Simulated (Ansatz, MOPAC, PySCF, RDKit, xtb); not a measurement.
Dimer: H2S (SMILES S) (first 3 atoms) with CHN (SMILES C#N); geometry from B3LYP-D3(BJ)/def2-TZVP, rigid monomers moved along the line of their centres of mass till H2···N5 is 2.73 Å.
(charge 0, multiplicity 1):
```xyz
6

S      0.219     0.023    -0.802
H      0.311    -0.050     0.537
H     -0.011    -1.294    -0.923
C      0.605    -0.121     4.402
N      0.504    -0.175     3.262
H      0.699    -0.070     5.463
```

```
level                                          interaction energy (kcal/mol)  minus CCSD(T)/CBS(aug-cc-pV(D+d)Z, aug-cc-pV(T+d)Z)  cost
---------------------------------------------  -----------------------------  ---------------------------------------------------  ----
MMFF94                                                                 -1.96                                                 0.00     -
UFF                                                                    -0.13                                                 1.83     -
GFN-FF                                                                 -1.74                                                 0.22     -
AM1                                                                    -1.08                                                 0.88     -
PM3                                                                    -1.07                                                 0.89     -
PM6                                                                    -1.88                                                 0.09     -
PM7                                                                    -2.39                                                -0.43     -
GFN2-xTB                                                               -2.11                                                -0.15     -
HF/STO-3G (no counterpoise)                                            -0.80                                                 1.16     -
HF/3-21G (no counterpoise)                                             -2.59                                                -0.63     -
HF/6-31G*                                                              -1.40                                                 0.56     -
HF/6-31G* (no counterpoise)                                            -1.65                                                 0.32     -
HF/aug-cc-pV(D+d)Z                                                     -1.30                                                 0.66     -
PBE/def2-TZVPPD                                                        -1.76                                                 0.21    ×1
PBE-D3(BJ)/def2-TZVPPD                                                 -2.12                                                -0.15    ×1
PBE-D4/def2-TZVPPD                                                     -2.11                                                -0.15    ×1
BP86/6-31G* (no counterpoise)                                          -1.73                                                 0.23     -
r2SCAN/def2-TZVPPD                                                     -1.60                                                 0.36    ×2
r2SCAN-D3(BJ)/def2-TZVPPD                                              -1.78                                                 0.18    ×2
r2SCAN-D4/def2-TZVPPD                                                  -1.76                                                 0.20    ×2
B3LYP/3-21G (no counterpoise)                                          -3.19                                                -1.23     -
B3LYP/6-31G*                                                           -1.59                                                 0.38     -
B3LYP/6-31G* (no counterpoise)                                         -1.97                                                -0.01     -
B3LYP/def2-TZVPPD                                                      -1.36                                                 0.60    ×2
B3LYP-D3(BJ)/def2-TZVPPD                                               -1.91                                                 0.06    ×2
B3LYP-D4/def2-TZVPPD                                                   -1.87                                                 0.09    ×2
PBE0/def2-TZVPPD                                                       -1.70                                                 0.26    ×1
PBE0-D3(BJ)/def2-TZVPPD                                                -2.06                                                -0.10    ×1
PBE0-D4/def2-TZVPPD                                                    -2.04                                                -0.08    ×1
M06-2X/6-31G* (no counterpoise)                                        -2.15                                                -0.19     -
wB97X-V/def2-TZVPPD                                                    -1.93                                                 0.03    ×4
wB97M-V/def2-TZVPPD                                                    -1.81                                                 0.15    ×4
MP2/6-31G* (no counterpoise)                                           -2.40                                                -0.44     -
MP2/CBS(aug-cc-pV(D+d)Z, aug-cc-pV(T+d)Z)                              -2.11                                                -0.15     -
SCS-MP2/aug-cc-pV(D+d)Z                                                -1.81                                                 0.15     -
SCS-MP2/aug-cc-pV(T+d)Z                                                -1.84                                                 0.12     -
CCSD/aug-cc-pV(D+d)Z                                                   -1.75                                                 0.21     -
CCSD(T)/aug-cc-pV(D+d)Z                                                -1.85                                                 0.12    ×4
CCSD(T)/aug-cc-pV(T+d)Z                                                -1.92                                                 0.05  ×40*
CCSD(T)/CBS(aug-cc-pV(D+d)Z, aug-cc-pV(T+d)Z)                          -1.96                                                 0.00  ×50*
```

 The comparison column counts from a level with limits of its own.

The rows run from -3.19 (B3LYP/3-21G (no counterpoise)) to -0.13 kcal/mol (UFF). From aug-cc-pV(D+d)Z to aug-cc-pV(T+d)Z CCSD(T) changes by -0.07. The dispersion term adds -0.36 in PBE-D3(BJ), -0.36 in PBE-D4, -0.18 in r2SCAN-D3(BJ). The 6 functionals in def2-TZVPPD without D3 or D4 span 0.57, from wB97X-V to B3LYP.

Interaction energies are E(AB) − E(A) − E(B) at the monomers' geometry in the complex; basis-set methods are counterpoise corrected. Rows marked so take none. RDKit's UFF carries no charges.

Cores are frozen in the correlated methods. CBS(a, b) extrapolates the correlation energy as X⁻³ and adds the Hartree–Fock energy of set b. Rows in 3-21G, 6-31G*, STO-3G carry no dispersion term and start afresh at each structure (6-31G* with six Cartesian d functions). MP2/6-31G* freezes PySCF's default core. The state that AM1, PM3, PM6, PM7 reach isn't checked; PM7 holds dispersion and hydrogen-bond terms.

Programs: Ansatz (an electronic-structure program); MOPAC for AM1, PM3, PM6, PM7 (differences of heats of formation); PySCF for 3-21G rows, 6-31G* rows, STO-3G rows, the dispersion terms; RDKit for the force fields; xtb for the GFN methods. Each number belongs to the level named beside it.

Costs are rough ratios of core time to PBE/def2-TZVPPD (about 4 s over the structures, on one shared machine); a dash marks a level with no comparable run of its own. A star marks coupled-cluster runs past 200 virtual orbitals, where the program's memory plan changes under this machine's limit, so their costs aren't comparable with smaller runs.
